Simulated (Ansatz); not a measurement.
Consider the hydrogenolysis of a C–S bond: `C#CSS[SiH2]C` + H₂ → `C#C` + `C[SiH2]SS`.

Gas-phase electronic energies from Ansatz, PBE0-D4/def2-TZVP geometries. CCSD(T)/CBS adds triple-zeta CCSD(T) − MP2 to the extrapolated MP2 energy (def2 sets, frozen cores). This one scheme is used for every species. Functionals use def2-TZVPP. B3LYP here is the variant with VWN-RPA as its local correlation; programs differ in this. Each species was taken in one conformer, which may not be the lowest.

Question: Is it downhill or uphill in electronic energy at CCSD(T)/CBS, and by how much? (Best estimate.)

Answer: Ansatz gave: Downhill: ΔE = -53.8 kJ/mol.

Question: What do these levels give: PBE-D4, r2SCAN-D4, PBE0-D4, B3LYP-D4, ωB97X-V, ωB97M-V, PBE, SCS-MP2/def2-TZVPP, CCSD/def2-TZVPP, MP2/def2-QZVPP, SCS-MP2/def2-QZVPP, CCSD/CBS(def2)? (Best estimate.)

Answer: Ansatz gave: PBE-D4 -33.2, r2SCAN-D4 -38.7, PBE0-D4 -43.8, B3LYP-D4 -44.5, ωB97X-V -54.7, ωB97M-V -54.9, PBE -39.3, SCS-MP2/def2-TZVPP -49.8, CCSD/def2-TZVPP -63.1, MP2/def2-QZVPP -41.5, SCS-MP2/def2-QZVPP -49.8, CCSD/CBS(def2) -62.3 kJ/mol.

Largest T1 diagnostic among the species: 0.013.

In def2-TZVPP, CCSD(T) changes the Hartree–Fock value by +28.1 kJ/mol (the triples alone add +8.5 kJ/mol) and MP2 by +40.8 kJ/mol. The D4 term adds +9.8 kJ/mol with B3LYP and +5.5 kJ/mol with PBE0; it sums over pairs of atoms, weighted by their polarisabilities, and B3LYP, whose exchange is more repulsive, gets the larger term. From PBE to PBE0 (25 % exact exchange), in def2-TZVPP and without D4, ΔE moves by −10.0 kJ/mol.
